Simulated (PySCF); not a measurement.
Spinor energies of In(45+) (indium, charge +45)

Start: [He] 2s2. Calculated with PySCF 2.14 in an uncontracted even-tempered set (17 s from 24 bohr⁻², ratio 2.4; 12 p from 31 bohr⁻², ratio 2.4; 5 d from 99 bohr⁻², ratio 2.6; 4 f from 150 bohr⁻², ratio 2.6): generalised Hartree-Fock with the X2C-1e Hamiltonian and a Gaussian nucleus; one run each with spin-orbit coupling (SO) switched off, then screened by Boettger's factors.

| spinor shell | electrons | ε, spin-free (eV) | ε, screened SO (eV) | weight of nominal j (screened SO) | rms radius, screened SO (bohr) |
| --- | --- | --- | --- | --- | --- |
| 1s1/2 | 2 | -32343.6 | -32343.6 | 1.000 | 0.0338 |
| 2s1/2 | 2 | -7754.7 | -7754.7 | 1.000 | 0.131 |

```json
{"quantity": "E (hartree)", "spin-free": "-3027.56495", "screened SO": "-3027.56495"}
{"quantity": "M_J", "spin-free": "0", "screened SO": "0"}
{"quantity": "⟨J²⟩", "spin-free": "0.000", "screened SO": "0.000"}
{"quantity": "⟨L²⟩", "spin-free": "0.000", "screened SO": "0.000"}
{"quantity": "⟨S²⟩", "spin-free": "0.000", "screened SO": "0.000"}
```

Breit and QED terms are absent; they matter most for the inner s and p1/2 levels.

Densities and radii are taken from the X2C orbitals without a picture-change correction, which distorts them close to the nucleus.

Without spin-orbit coupling the j labels of p, d and f shells carry no meaning; the spin-free column gives the mean over the occupied spinors of each nl shell.
